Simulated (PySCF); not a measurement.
**J couplings in C₅H₆F₂O**

Cartesian coordinates in Å; atom numbers follow the order of the lines, from 1:
```xyz
14

F     3.2931   -1.2602    0.2555
C     2.2470   -0.4203    0.4024
O     1.1478   -1.0233   -0.2089
C     0.0094   -0.2977   -0.1509
C    -0.3972    0.8715    0.3358
F     0.2051    1.8711    1.0134
C    -1.8179    0.7318   -0.1276
C    -1.3540   -0.6362   -0.7001
H     2.0809   -0.2728    1.4819
H     2.5093    0.5340   -0.0826
H    -2.1392    1.4558   -0.8740
H    -2.5632    0.6693    0.6629
H    -1.8228   -1.5058   -0.2469
H    -1.3990   -0.7177   -1.7830
```

Couplings: B3LYP/pcJ-1 (spin–dipole term only in couplings to heteroatoms) in PySCF 2.14, geometry GFN2-xTB; gas phase, one conformer, non-relativistic. Couplings are averaged over pairs made equivalent by symmetry, fast rotation or ring inversion, so a value needn't be that of the named pair in this geometry, while other rotamers aren't included; one pair stands for each set, and the list holds a selection of those of at least 0.8 Hz over up to four bonds, among pairs with at least one F or C or H atom (others weren't computed). One-bond C–F couplings come out tens of Hz too large with common functionals.

Isotopes: ¹³C, ¹⁹F, ¹H, ¹⁷O. Couplings to quadrupolar nuclei such as 17O and 33S are rarely resolved in practice.

| pair | bonds | J (Hz) |
| --- | --- | --- |
| F1, C2 | 1 | -269.2 |
| C2, O3 | 1 | 20.6 |
| C2, H9 | 1 | 175.5 |
| O3, C4 | 1 | ? |
| C4, C5 | 1 | ? |
| C4, C8 | 1 | 44.0 |
| C5, F6 | 1 | -393.5 |
| C5, C7 | 1 | ? |
| C7, C8 | 1 | 28.3 |
| C7, H11 | 1 | ? |
| C8, H13 | 1 | 149.2 |
| F1, H9 | 2 | 52.3 |
| O3, C5 | 2 | ? |
| O3, C8 | 2 | -8.8 |
| C4, H13 | 2 | -7.9 |
| C5, H11 | 2 | ? |
| C7, H13 | 2 | -3.0 |
| H11, H12 | 2 | ? |
| F1, C4 | 3 | 6.3 |
| C4, H11 | 3 | 8.5 |
| F6, H11 | 3 | -5.8 |
| H11, H13 | 3 | ? |
| H11, H14 | 3 | 5.5 |
| F1, C5 | 4 | -1.6 |
| O3, H11 | 4 | -2.0 |
| F6, H13 | 4 | 13.8 |

Problem. Estimate the withheld couplings, with signs.

Solution. 
- ¹J(O3,C4) = 30.8 Hz (bond length 1.351 Å)
- ¹J(C4,C5) = 82.7 Hz (bond length 1.330 Å)
- ¹J(C5,C7) = 45.2 Hz (bond length 1.501 Å)
- ¹J(C7,H11) = 148.0 Hz (bond length 1.088 Å, sp3 carbon)
- ²J(O3,C5) = 5.0 Hz (angle at C4 138°)
- ²J(C5,H11) = -9.3 Hz (angle at C7 115°)
- ²J(H11,H12) = -12.3 Hz (angle at C7 110°)
- ³J(H11,H13) = 1.9 Hz (dihedral angle 129°)
